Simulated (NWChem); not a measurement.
Species: Ge anion, quartet

Program: NWChem. Spin-unrestricted. Sets without diffuse functions describe the anion's extra electron poorly. No stability test was run on the SCF state.

Question: Taking UHF/cc-pVQZ as the yardstick, which of these has the fewest basis functions while keeping “highest occupied level (eV)” within 0.1 eV of it: UHF/aug-cc-pVDZ; UHF/cc-pVTZ; UHF/cc-pVDZ; UHF/aug-cc-pVTZ?

Answer: none of them.
```json
[
 {"level": "UHF/cc-pVDZ", "basis functions": "27", "highest occupied level (eV)": "-1.00", "relative time (rough)": "1"},
 {"level": "UHF/aug-cc-pVDZ", "basis functions": "36", "highest occupied level (eV)": "-1.63", "relative time (rough)": "1"},
 {"level": "UHF/cc-pVTZ", "basis functions": "43", "highest occupied level (eV)": "-1.30", "relative time (rough)": "3"},
 {"level": "UHF/aug-cc-pVTZ", "basis functions": "59", "highest occupied level (eV)": "-1.63", "relative time (rough)": "4"},
 {"level": "UHF/cc-pVQZ", "basis functions": "68", "highest occupied level (eV)": "-1.48", "relative time (rough)": "6"}
]
```

The yardstick is one finite set, not the basis-set limit.
